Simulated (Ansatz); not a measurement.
Reaction (atomization): `F[C](Cl)I`• → C• + Cl• + F• + I•

Calculated with Ansatz (gas phase, PBE0-D4/def2-TZVP geometries, no zero-point term in ΔE). CBS: MP2 limit from def2 TZ/QZ plus the TZ coupled-cluster correction, frozen cores. This one scheme is used for every species, atoms too. Functionals use def2-TZVPP. HSE06 is defined as in plane-wave codes. Open shells (•) are unrestricted, without spin–orbit coupling. Spin–orbit coupling would lower the free atoms: a little for C, Cl, F; strongly for I. Elements past krypton have def2 core potentials. For I outer-core shells are correlated without core-valence functions, so the limit isn't a true one: a few kJ/mol of doubt a bond, and 10 to 20 or more in all where bonds break to atoms.

```json
{"level": "r2SCAN0-D4", "ΔE (kJ/mol)": "1035.5", "difference from CCSD(T)/CBS": "-17.0"}
{"level": "HSE06-D4", "ΔE (kJ/mol)": "1091.2", "difference from CCSD(T)/CBS": "38.7"}
{"level": "BHLYP-D4", "ΔE (kJ/mol)": "959.5", "difference from CCSD(T)/CBS": "-93.0"}
{"level": "CAM-B3LYP-D4", "ΔE (kJ/mol)": "1046.2", "difference from CCSD(T)/CBS": "-6.3"}
{"level": "PBE", "ΔE (kJ/mol)": "1149.5", "difference from CCSD(T)/CBS": "97.0"}
{"level": "revPBE", "ΔE (kJ/mol)": "1073.2", "difference from CCSD(T)/CBS": "20.7"}
{"level": "BLYP", "ΔE (kJ/mol)": "1054.1", "difference from CCSD(T)/CBS": "1.6"}
{"level": "r2SCAN", "ΔE (kJ/mol)": "1089.3", "difference from CCSD(T)/CBS": "36.8"}
{"level": "PBE0", "ΔE (kJ/mol)": "1079.5", "difference from CCSD(T)/CBS": "27.0"}
{"level": "r2SCANh", "ΔE (kJ/mol)": "1065.8", "difference from CCSD(T)/CBS": "13.3"}
{"level": "HSE06", "ΔE (kJ/mol)": "1082.2", "difference from CCSD(T)/CBS": "29.7"}
{"level": "BHLYP", "ΔE (kJ/mol)": "943.4", "difference from CCSD(T)/CBS": "-109.1"}
{"level": "LC-ωPBE", "ΔE (kJ/mol)": "1055.8", "difference from CCSD(T)/CBS": "3.3"}
{"level": "MP2/def2-TZVPP", "ΔE (kJ/mol)": "1072.0", "difference from CCSD(T)/CBS": "19.5"}
{"level": "SCS-MP2/def2-QZVPP", "ΔE (kJ/mol)": "1047.4", "difference from CCSD(T)/CBS": "-5.1"}
{"level": "CCSD/CBS(def2)", "ΔE (kJ/mol)": "1008.7", "difference from CCSD(T)/CBS": "-43.8"}
{"level": "CCSD(T)/CBS", "ΔE (kJ/mol)": "1052.5", "difference from CCSD(T)/CBS": "0"}
```

Largest T1 diagnostic among the species: 0.015.

Leaving LDA and LC-ωPBE aside and taking each functional with its dispersion term where it has one, the values, not all of them listed here, spread over 201.4 kJ/mol, from BHLYP-D4 to PBE-D4. LDA lies +225.0 kJ/mol from PBE without D4, its usual overbinding. The D4 term adds +19.0 kJ/mol with B3LYP and +9.6 kJ/mol with PBE0; it sums over pairs of atoms, weighted by their polarisabilities, and B3LYP, whose exchange is more repulsive, gets the larger term. From PBE to PBE0 (25 % exact exchange), in def2-TZVPP and without D4, ΔE moves by −70.1 kJ/mol: exact exchange takes away binding that semilocal exchange gives to molecules.

B3LYP here is the variant with VWN-RPA as its local correlation; programs differ in this.

For atomizations the MP2-based limit and the directly extrapolated one differ by several kJ/mol either way, and by 10 to 25 for some Ge, Se and Sn compounds, so smaller differences from it don't rank the levels.
